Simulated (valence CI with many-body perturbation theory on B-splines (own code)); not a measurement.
Results of a calculation; reference values are marked as such.
**Ni VII: magnetic and hyperfine properties of the levels**

Level of theory: valence CI with perturbative core correlation (CI+MBPT): four valence electrons over a frozen Dirac-Fock core [Ar], radial functions for each j: 9 s, 9 p, 10 d, 8 f, 5 g, 3 h, 1 i, with the one-electron correlation potential Σ1 (screened to all orders), the two-electron term Σ2, the three-electron term Σ3, Breit, model QED; selected single and double excitations, second order for the rest, scaled by the run's own slope (own B-spline code, finite nucleus).

Set against measurement, 16 paired levels are off by 460 cm⁻¹ on average, the worst by 1211. These come from a selection out of Corliss and Sugar, J. Phys. Chem. Ref. Data 10, 197 (1981). Levels without a partner in it may be off by more, other configurations by 1,000 to 8,000 cm⁻¹. The list stops below the first excitations out of the core. Only levels of the ground parity were solved; by the run's estimate the other parity begins above the list, which can be wrong where configurations are misplaced.

A/g_I is the dipole constant over the nuclear g factor μ/I (μ in nuclear magnetons, uniformly magnetised nucleus), B/Q the quadrupole constant per barn. Both hold the static response of the core; the bare values leave it out. Large factors of s and p1/2 electrons are usually good to 5 to 10 %; those of open d and f shells near neutrality can be off by tens of per cent, and small factors of p3/2, d and f electrons come from cancelling terms and can be off by a factor of two or in sign, in half-filled shells by more. B is blank for J = 1/2, where it vanishes, and for nearly pure S terms. Energies count from the lowest level. Levels with J = 0 are left out.

Letters in brackets count levels of one name in rising energy.

| Level | E (eV) | g | A/g_I (MHz) | A/g_I bare | B/Q (MHz/b) | B/Q bare |
| --- | --- | --- | --- | --- | --- | --- |
| 3d⁴ ⁵D_1 | 0.035 | 1.500 | 13.4 | 204 | 433 | 450 |
| 3d⁴ ⁵D_2 | 0.099 | 1.500 | 100 | 293 | 269 | 279 |
| 3d⁴ ⁵D_3 | 0.188 | 1.500 | 213 | 410 | -308 | -322 |
| 3d⁴ ⁵D_4 | 0.295 | 1.500 | 343 | 543 | -1250 | -1310 |
| 3d⁴ ³H_4 | 3.782 | 0.812 | 1040 | 1000 | 638 | 668 |
| 3d⁴ ³H_5 | 3.855 | 1.037 | 834 | 872 | 667 | 699 |
| 3d⁴ ³H_6 | 3.926 | 1.165 | 762 | 846 | 603 | 632 |
| 3d⁴ ³P_1 [a] | 3.981 | 1.497 | 213 | 408 | -44.1 | -48.6 |
| 3d⁴ ³F_2 [a] | 4.216 | 0.668 | 1260 | 1170 | -132 | -139 |
| 3d⁴ ³F_3 [a] | 4.218 | 1.044 | 850 | 890 | -24.6 | -25.8 |
| 3d⁴ ³F_4 [a] | 4.247 | 1.221 | 650 | 752 | -126 | -132 |
| 3d⁴ ³P_2 [a] | 4.314 | 1.497 | 320 | 516 | 40.9 | 42.4 |
| 3d⁴ ³G_3 | 4.649 | 0.788 | 1090 | 1040 | -275 | -289 |
| 3d⁴ ³G_4 | 4.719 | 1.063 | 804 | 850 | -365 | -384 |
| 3d⁴ ³G_5 | 4.776 | 1.195 | 662 | 755 | -385 | -404 |
| 3d⁴ ¹I_6 | 5.723 | 1.001 | 898 | 923 | 1240 | 1290 |
| 3d⁴ ³D_3 | 5.778 | 1.332 | 511 | 652 | 161 | 172 |
| 3d⁴ ¹G_4 [a] | 5.781 | 1.003 | 858 | 883 | -578 | -599 |
| 3d⁴ ³D_2 | 5.809 | 1.166 | 664 | 747 | 158 | 167 |
| 3d⁴ ³D_1 | 5.850 | 0.502 | 1440 | 1290 | 99.0 | 105 |
| 3d⁴ ¹D_2 [a] | 7.306 | 1.001 | 904 | 930 | 745 | 775 |
| 3d⁴ ¹F_3 | 8.251 | 1.001 | 886 | 912 | 1540 | 1600 |
| 3d⁴ ³P_2 [b] | 9.728 | 1.498 | 293 | 495 | 368 | 388 |
| 3d⁴ ³F_4 [b] | 9.796 | 1.249 | 556 | 667 | 1490 | 1550 |
| 3d⁴ ³F_2 [b] | 9.818 | 0.667 | 1390 | 1300 | 1060 | 1110 |
| 3d⁴ ³F_3 [b] | 9.832 | 1.082 | 826 | 880 | 1140 | 1180 |
| 3d⁴ ³P_1 [b] | 9.965 | 1.500 | 11.6 | 203 | -236 | -247 |
| 3d⁴ ¹G_4 [b] | 11.148 | 1.001 | 910 | 935 | 498 | 521 |
| 3d⁴ ¹D_2 [b] | 14.763 | 0.999 | 898 | 923 | -1480 | -1540 |
| 3d³4s ⁵F_1 | 45.697 | -0.001 | -1330 | -1220 | -163 | -170 |
| 3d³4s ⁵F_2 | 45.763 | 0.999 | 1180 | 1170 | -122 | -128 |
| 3d³4s ⁵F_3 | 45.861 | 1.249 | 1710 | 1670 | -221 | -231 |
| 3d³4s ⁵F_4 | 45.987 | 1.349 | 1850 | 1820 | -407 | -425 |
| 3d³4s ⁵F_5 | 46.137 | 1.399 | 1890 | 1880 | -665 | -695 |
| 3d³4s ³F_2 | 46.947 | 0.668 | 2190 | 1990 | -465 | -484 |

Task: Take the isotope of mass number 61, with I = 3/2, μ = -0.74965 μN and Q = 0.162 b. What is the hyperfine structure of 3d⁴ ³H_4?

Result: From the table A = -522 MHz, B = 103 MHz. Shifts from the centre of gravity in MHz: F = 5/2: 3970, F = 7/2: 2070, F = 9/2: -306, F = 11/2: -3110.
